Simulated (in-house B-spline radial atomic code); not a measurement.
# The hafnium ion Hf⁷⁺: [Kr] 4d10 4f12 5s2 5p5 (with a hole in an inner shell)

All numbers are computed (Dirac-Hartree-Fock, average of configuration; Fermi nucleus of rms radius 5.347 fm) with an all-electron radial atomic-structure program (B-spline basis), not measured.

Z_r = [3n² - l(l+1)]/(2<r>); Z_e = n√(-2ε); the last column is Slater's effective charge. Values are occupation-weighted means over j. An effective charge above Z reflects the relativistic contraction of the inner shells.

```tsv
shell	electrons	ε (eV)	<r> (bohr)	Z_r	Z_e	Slater
1s	2	-65870	0.01899	79.00	69.58	71.70
2s	2	-11494	0.07972	75.26	58.13	67.85
2p	6	-10162	0.07133	70.10	54.66	67.85
3s	2	-2769.6	0.2077	65.01	42.80	60.75
3p	6	-2359.4	0.2073	60.29	39.51	60.75
3d	10	-1843.6	0.189	55.56	34.92	50.85
4s	2	-680.64	0.467	51.40	28.29	44.25
4p	6	-541.61	0.4944	46.52	25.24	44.25
4d	10	-351.83	0.5304	39.59	20.34	32.85
5s	2	-179.35	1.08	34.73	18.15	16.40
4f	12	-144.54	0.6083	29.59	13.04	22.15
5p	5	-139.67	1.206	30.27	16.02	16.40
```

The least bound orbital is 5p3/2 at -136.2 eV, and it is also the most diffuse (<r> = 1.229 bohr).

Spin-orbit splittings of the orbital energies (j = l + 1/2 above j = l - 1/2 when positive): 2p 1194 eV, 3p 260.1 eV, 3d 56.09 eV, 4p 60.65 eV, 4d 11.38 eV, 4f 2.013 eV, 5p 10.35 eV.

For the 1s electron the small component carries 7.33 % of the norm, the zero-frequency Breit interaction raises the level by 222.2 eV, self-energy by 137.6 eV, and vacuum polarisation lowers it by 25.26 eV.
